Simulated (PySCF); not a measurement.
C2H7FOSi, SMILES CO[SiH](C)F. Heavy atoms are numbered as in [SiH:1]([CH3:2])([F:3])[O:4][CH3:5]. Hydrogens are named by the atom that carries them.

Geometry optimised at B3LYP-D3(BJ)/def2-SVP. The structure was generated by enumeration, and PubChem lists no compound with its InChIKey, so it may never have been made. One conformer was computed; it need not be the lowest.

Level of theory: PBE/pcSseg-1 (PySCF).

GIAO shieldings, no solvent; atoms alike by connectivity are averaged. δ = σ(ref) − σ: ²⁹Si against TMS (σ = 335.4 ppm); ¹³C against TMS (σ = 182.0 ppm); ¹⁹F against CFCl3 (σ = 133.6 ppm); ¹⁷O against H2O (σ = 334.3 ppm); ¹H against TMS (σ = 31.49 ppm), references at their B3LYP-D3(BJ)/def2-TZVP geometries, non-relativistic.

Computed chemical shifts:
```
nucleus      atoms  count  δ (ppm)
-------  ---------  -----  -------
²⁹Si     Si1 (SiH)      1      0.1
¹³C       C5 (CH3)      1     57.8
¹³C       C2 (CH3)      1      0.1
¹⁹F             F3      1   -180.9
¹⁷O             O4      1     61.7
¹H        H on Si1      1     5.43
¹H         H on C5      3     4.18
¹H         H on C2      3     0.51
```
